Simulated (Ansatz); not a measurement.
Geometry optimisation, RHF/def2-SVP in Ansatz.

The input (input.yaml):

```yaml
crystal:
  periodic: [false, false, false]
  atoms:
    - { symbol: C, position_ang: [-0.2332, 0.2518, 2.1177] }
    - { symbol: Ga, position_ang: [0.9852, 0.356, 1.1212] }
    - { symbol: F, position_ang: [1.94, -1.5106, 0.7705] }
    - { symbol: C, position_ang: [1.1314, 0.7713, -0.4215] }
    - { symbol: C, position_ang: [0.4186, 0.4881, -1.5703] }
    - { symbol: Si, position_ang: [-1.0121, -0.6513, -1.5506] }
    - { symbol: H, position_ang: [-0.639, -0.7291, 1.9473] }
    - { symbol: H, position_ang: [-1.0463, 1.0468, 1.8795] }
    - { symbol: H, position_ang: [0.048, 0.4252, 3.2025] }
    - { symbol: H, position_ang: [1.9026, 1.4448, -0.3845] }
    - { symbol: H, position_ang: [0.7216, 0.9595, -2.4605] }
    - { symbol: H, position_ang: [-0.5514, -1.9747, -1.046] }
    - { symbol: H, position_ang: [-2.1128, -0.1201, -0.679] }
    - { symbol: H, position_ang: [-1.5657, -0.7868, -2.8977] }
basis:
  gaussian: { orbitals: def2-SVP }
hamiltonian:
  xc: hf
relax:
  f_tol: 0.02
  max_steps: 50
output:
  orbitals: {}
```

Launched with:

```bash
$ ansatz run input.yaml --threads 2 --pin off --max-ram 3072MiB --backend cpu --events-out ev --progress --plain --runs-dir out
```

Where does it end, and by what steps?

The forces met the threshold. The force dipped under the threshold on the way, but the program's further checks kept it going. After 42 steps the energy has fallen by 6.833 eV; F3 moved furthest, 2.28 Å. The start is strongly strained (largest force component 14 eV/Å).

| step | energy less start (eV) | largest force component (eV/Å) | accepted |
| --- | --- | --- | --- |
| 0 | 0.0000 | 13.594 | yes |
| 2 | -5.9906 | 2.071 | yes |
| 4 | -6.6012 | 0.783 | yes |
| 6 | -6.6961 | 0.295 | yes |
| 8 | -6.7549 | 0.373 | yes |
| 10 | -6.7967 | 0.083 | yes |
| 12 | -6.8112 | 0.497 | yes |
| 14 | -6.8177 | 0.084 | yes |
| 16 | -6.8201 | 0.028 | yes |
| 18 | -6.8212 | 0.038 | yes |
| 20 | -6.8225 | 0.123 | yes |
| 22 | -6.8241 | 0.139 | yes |
| 24 | -6.8253 | 0.283 | yes |
| 26 | -6.8277 | 0.091 | yes |
| 28 | -6.8298 | 0.070 | yes |
| 30 | -6.8308 | 0.061 | yes |
| 32 | -6.8319 | 0.070 | yes |
| 34 | -6.8324 | 0.050 | yes |
| 36 | -6.8330 | 0.029 | yes |
| 38 | -6.8332 | 0.023 | yes |
| 40 | -6.8333 | 0.024 | yes |
| 42 | -6.8334 | 0.019 | yes |

```xyz
14
Properties=species:S:1:pos:R:3
C -0.273 -0.351 2.387
Ga 1.159 0.150 1.132
F 2.745 0.314 1.877
C 1.312 0.560 -0.790
C 0.427 0.432 -1.786
Si -1.335 -0.229 -1.719
H -0.578 -1.388 2.228
H -1.159 0.275 2.260
H 0.085 -0.253 3.413
H 2.291 0.955 -1.061
H 0.756 0.734 -2.782
H -1.664 -0.695 -0.351
H -2.297 0.829 -2.115
H -1.483 -1.362 -2.665
```

Whether the end is a true minimum wasn't checked by a vibrational analysis.

The run took 2.5 min on 2 threads of Intel(R) Xeon(R) CPU @ 2.80GHz (Skylake/Cascade Lake), with other jobs on the host, peak memory 0.47 GiB.
